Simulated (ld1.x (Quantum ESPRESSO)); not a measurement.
Pseudopotential generation for erbium: PAW, LDA (PZ), fully relativistic.

```json
{"Element": "erbium (Er)", "Generator": "ld1.x (Quantum ESPRESSO) 7.5", "Type": "PAW", "Functional": "LDA (PZ)", "Relativity": "fully relativistic", "Frozen core": "[Xe]", "Valence charge": "14", "Reference configuration": "4f11 5d1 6s2 6p0", "Partial waves": "6s (bound): rcut 2.60, rcutus 3.25 bohr; 6s channel at 0.75 Ry: rcut 2.60, rcutus 3.25 bohr; 6p (bound, empty): rcut 3.40, rcutus 4.60 bohr; 6p channel at 0.25 Ry: rcut 3.40, rcutus 4.60 bohr; 5d (bound): rcut 2.70, rcutus 3.25 bohr; 5d channel at 1.85 Ry: rcut 2.70, rcutus 3.25 bohr; 4f (bound): rcut 0.65, rcutus 0.75 bohr; 4f channel at 0.4 Ry: rcut 0.65, rcutus 0.75 bohr", "Local potential": "all-electron potential smoothed inside 3.20 bohr (lloc = -1)", "Core correction": "Bessel-smoothed model core, default radius (core density twice the valence density)", "Augmentation charge": "BESSEL, radius 0.55 bohr"}
```

Open shells are filled in proportion to 2j + 1 (rel_dist='average').

All-electron outer shells of the reference configuration (LDA (PZ), scalar-relativistic, ld1.x):

```json
{"shell": "5s", "level (eV)": "-56.15", "outermost node (bohr)": "0.60", "outermost maximum (bohr)": "1.10"}
{"shell": "5p", "level (eV)": "-29.87", "outermost node (bohr)": "0.65", "outermost maximum (bohr)": "1.26"}
{"shell": "4f", "level (eV)": "-9.67", "outermost node (bohr)": "–", "outermost maximum (bohr)": "0.51"}
{"shell": "6s", "level (eV)": "-4.56", "outermost node (bohr)": "1.49", "outermost maximum (bohr)": "3.14"}
{"shell": "5d", "level (eV)": "-2.26", "outermost node (bohr)": "0.73", "outermost maximum (bohr)": "1.90"}
{"shell": "6p", "level (eV)": "-1.39", "outermost node (bohr)": "1.81", "outermost maximum (bohr)": "4.40"}
```

What the tests gave:

| Quantity | Value |
| --- | --- |
| Configuration tests | test run stopped at test 1 of 7 (negative rho) |

The ghost test of this file was not conclusive.

Generation and tests took about 1.9 s on one core of a shared server CPU.
